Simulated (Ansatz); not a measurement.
`CC[NH][GaH2]` + `OBO` → `CB(O)O` + `C[NH][GaH2]`  (formal exchange of groups at a C–C bond)

Isolated molecules relaxed with PBE0-D4/def2-TZVP in Ansatz; ΔE leaves out vibrations. CBS: MP2 limit from def2 TZ/QZ plus the TZ coupled-cluster correction, frozen cores. This one scheme is used for every species. Functionals use def2-TZVPP. B3LYP here is the variant with VWN-RPA as its local correlation; programs differ in this. For Ga outer-core shells are correlated without core-valence functions, which leaves a few kJ/mol of doubt a bond. Scalar relativity is left out up to krypton. Each species was taken in one conformer, which may not be the lowest.

```json
{"level": "PBE-D4", "ΔE (kJ/mol)": "-27.3", "difference from CCSD(T)/CBS": "-2.0"}
{"level": "B3LYP-D4", "ΔE (kJ/mol)": "-26.2", "difference from CCSD(T)/CBS": "-0.9"}
{"level": "ωB97M-V", "ΔE (kJ/mol)": "-27.7", "difference from CCSD(T)/CBS": "-2.4"}
{"level": "B2PLYP", "ΔE (kJ/mol)": "-26.5", "difference from CCSD(T)/CBS": "-1.2"}
{"level": "PBE", "ΔE (kJ/mol)": "-28.7", "difference from CCSD(T)/CBS": "-3.4"}
{"level": "r2SCAN", "ΔE (kJ/mol)": "-30.2", "difference from CCSD(T)/CBS": "-4.9"}
{"level": "B3LYP", "ΔE (kJ/mol)": "-28.3", "difference from CCSD(T)/CBS": "-3.0"}
{"level": "MP2/def2-TZVPP", "ΔE (kJ/mol)": "-24.0", "difference from CCSD(T)/CBS": "1.3"}
{"level": "SCS-MP2/def2-TZVPP", "ΔE (kJ/mol)": "-22.7", "difference from CCSD(T)/CBS": "2.6"}
{"level": "CCSD(T)/def2-TZVPP", "ΔE (kJ/mol)": "-24.8", "difference from CCSD(T)/CBS": "0.5"}
{"level": "HF/def2-QZVPP", "ΔE (kJ/mol)": "-25.0", "difference from CCSD(T)/CBS": "0.3"}
{"level": "MP2/def2-QZVPP", "ΔE (kJ/mol)": "-24.3", "difference from CCSD(T)/CBS": "1.0"}
{"level": "SCS-MP2/def2-QZVPP", "ΔE (kJ/mol)": "-23.0", "difference from CCSD(T)/CBS": "2.3"}
{"level": "HF/CBS(def2)", "ΔE (kJ/mol)": "-24.9", "difference from CCSD(T)/CBS": "0.4"}
{"level": "MP2/CBS(def2)", "ΔE (kJ/mol)": "-24.6", "difference from CCSD(T)/CBS": "0.7"}
{"level": "CCSD/CBS(def2)", "ΔE (kJ/mol)": "-26.0", "difference from CCSD(T)/CBS": "-0.7"}
{"level": "CCSD(T)/CBS", "ΔE (kJ/mol)": "-25.3", "difference from CCSD(T)/CBS": "0"}
```

Largest T1 diagnostic among the species: 0.015.
